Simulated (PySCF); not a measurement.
**Worked example: entropy of an ideal gas**

selenium dioxide anion (O₂Se), SMILES O=[Se]=O (connectivity only; charge and spin as stated), charge -1, multiplicity 2.

Geometry: B3LYP-D3(BJ)/def2-SVPD. The spin state was assumed, not searched.

B3LYP-D3(BJ)/def2-SVPD run with PySCF gives the harmonic wavenumbers 319, 800, 810 cm⁻¹ and the rotational temperatures 1.2013, 0.3811, 0.2893 K. The molar mass is 110.97 g/mol, the symmetry number 2, the spin multiplicity 2.

Task: Work out the entropy at 298.15 K and 1 atm in the rigid-rotor, harmonic-oscillator model.

Result: 
Translation (Sackur–Tetrode at 1 atm): S = R[1.5 ln M + 2.5 ln T − 1.16487] = 167.5 J/(mol K).
Rotation: q = (√π/σ) T^1.5/√(θA θB θC) = 12500, S = R[ln q + 3/2] = 90.9 J/(mol K).
Vibration: with u = 1.4388 ν/T, each mode gives R[u/(e^u − 1) − ln(1 − e^−u)]:
```
ν (cm⁻¹)  modes     u  S (J/(mol K))
--------  -----  ----  -------------
319           1  1.54           5.50
800           1  3.86           0.87
810           1  3.91           0.83
```
These are all the modes. Sum 7.2 J/(mol K).
Spin: R ln 2 = 5.8 J/(mol K).
Total 271.4 J/(mol K); the program's own thermochemistry gives 271.4. Translation makes up 62 % and vibration 3 %. Anharmonicity, hindered rotation and orbital degeneracy are left out.
